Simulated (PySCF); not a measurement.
The third ionisation energy along the 4d series

All values are computed (PySCF 2.14, energy differences of UHF-based or UKS calculations, no spin-orbit coupling). Values in eV. The last column holds reference values (NIST; (s) semi-empirical, (t) theoretical, else measured). Unmarked ones compare directly (S terms, centres of terms, or small fine structure); those marked * lie between the lowest fine-structure levels and include a spin-orbit shift.

```csv
element,configurations,UHF,PBE,PBE0,r2SCAN,MP2 (valence),SCS-MP2 (valence),reference
"Zr (aug-cc-pVTZ-PP with one added diffuse shell each of s, p, d, f, g type with ECP28MDF, ECP)",[Kr] 4d2 → [Kr] 4d1,22.402,23.365,23.320,23.282,22.498,22.434,23.170 (s) *
"Nb (aug-cc-pVTZ-PP with one added diffuse shell each of s, p, d, f, g type with ECP28MDF, ECP)",[Kr] 4d3 → [Kr] 4d2,24.231,25.405,25.331,25.365,24.542,24.334,25.04 (s) *
"Mo (aug-cc-pVTZ-PP with one added diffuse shell each of s, p, d, f, g type with ECP28MDF, ECP)",[Kr] 4d4 → [Kr] 4d3,26.064,27.320,27.244,27.107,26.599,26.243,27.13 ± 0.12 (s) *
"Tc (aug-cc-pVTZ-PP with one added diffuse shell each of s, p, d, f, g type with ECP28MDF, ECP)",[Kr] 4d5 → [Kr] 4d4,28.821,29.876,29.849,29.876,29.468,29.036,29.55 (s) *
"Ru (aug-cc-pVTZ-PP with one added diffuse shell each of s, p, d, f, g type with ECP28MDF, ECP)",[Kr] 4d6 → [Kr] 4d5,26.443,28.511,28.301,27.912,27.699,27.944,28.47 (s) *
"Rh (aug-cc-pVTZ-PP with one added diffuse shell each of s, p, d, f, g type with ECP28MDF, ECP)",[Kr] 4d7 → [Kr] 4d6,29.305,31.107,30.955,30.761,30.651,30.819,31.06 (s) *
"Pd (aug-cc-pVTZ-PP with one added diffuse shell each of s, p, d, f, g type with ECP28MDF, ECP)",[Kr] 4d8 → [Kr] 4d7,31.053,33.041,32.864,32.858,32.709,32.731,32.93 (s) *
"Ag (aug-cc-pVTZ-PP with one added diffuse shell each of s, p, d, f, g type with ECP28MDF, ECP)",[Kr] 4d9 → [Kr] 4d8,32.889,34.898,34.730,34.490,34.838,34.707,34.8 ± 0.3 (s) *
"Cd (aug-cc-pVTZ-PP with one added diffuse shell each of s, p, d, f, g type with ECP28MDF, ECP)",[Kr] 4d10 → [Kr] 4d9,35.886,37.589,37.493,37.474,37.919,37.701,37.468 ± 0.006 *
```

"Valence" correlates the outer s and p shells and, in groups 3 to 12 and the f block, the outer d or f shell, open or full, or the next shell where the ion has no valence electron left; the wider scheme adds the next inner shell.
